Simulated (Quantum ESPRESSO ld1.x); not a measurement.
The numbers below are computed, except where a source is named.
Problem. Pr IV, configuration [Xe] 4f1 6p1 (not the ground configuration). Code: ld1.x of Quantum ESPRESSO 7.5. Model: scalar-relativistic Kohn-Sham, LDA (Slater exchange, Perdew-Wang correlation), spin-polarised, spherical densities, point nucleus; open shells are filled with parallel spins first. Some entries of the table are withheld. Estimate them.

orbital,occ.,eigenvalue (hartree),r(max) (bohr)
1s up,1,-1536.75,0.01543
1s down,1,-1536.75,0.01543
2s up,1,-248.609,0.08733
2s down,1,-248.608,0.08733
2p up,3,-222.714,0.07029
2p down,3,-222.713,0.07029
3s up,1,-54.9461,0.2494
3s down,1,-54.9334,0.2494
3p up,3,-46.7446,0.2441
3p down,3,-46.7319,0.2441
3d up,5,-35.1966,0.2005
3d down,5,-35.1865,0.2005
4s up,1,-12.1959,0.5779
4s down,1,-12.1638,0.5779
4p up,3,-9.49917,0.6028
4p down,3,-9.46709,0.6028
4d up,5,-5.63583,0.6319
4d down,5,-5.60398,0.6318
5s up,1,(1),1.309
5s down,1,(2),1.312
5p up,3,-1.98261,1.457
5p down,3,-1.96530,1.461
4f up,1,-1.51557,0.6599
4f down,0,-1.48595,0.6602
6p up,1,-0.71457,3.465
6p down,0,-0.67977,3.458

Solution. 
(1) 5s up eigenvalue (hartree): -2.70360
(2) 5s down eigenvalue (hartree): -2.68360
